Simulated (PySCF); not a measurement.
Species: BrGeH4N.
Bonds: N1–Ge2, Ge2–Br3. Hydrogens: H4, H5 on N1; H6, H7 on Ge2.

Computed with PBE0-D3(BJ)/def2-SVP geometry optimisation, gas phase in PySCF 2.14.0.

(1) Give the optimised bond lengths and angles.

Results:

(1) 
| bond | length (Å) | order |
| --- | --- | --- |
| N1–Ge2 | 1.816 | single |
| Ge2–Br3 | 2.332 | single |
| N1–H4, N1–H5 | 1.017 | single |
| Ge2–H6, Ge2–H7 | 1.532 | single |

Bonds in one row agree within 0.01 Å and their mean is given. Orders are formal, as drawn. A selection of angles:
| angle | degrees |
| --- | --- |
| Ge2–N1–H4 | 115.0 |
| H4–N1–H5 | 108.8 |
| N1–Ge2–Br3 | 113.0 |
| N1–Ge2–H6 | 108.5 |
| Br3–Ge2–H6 | 106.0 |
| H6–Ge2–H7 | 114.9 |

Ge2 (germanium bonded to Br, N and 2 H) is distorted tetrahedral (angles from 105.9° to 114.9°). N1 (nitrogen bonded to Ge and 2 H) is pyramidal (angles 115.0°, 114.9° and 108.8°, sum 338.7°, 0.32 Å off the plane of its three neighbours).

Point group: Cs (tolerance 0.08 Å). Whether it is a minimum is left open (no frequencies). One conformer, not necessarily the lowest (H–N1–Ge2–Br3 -64° and 64°).
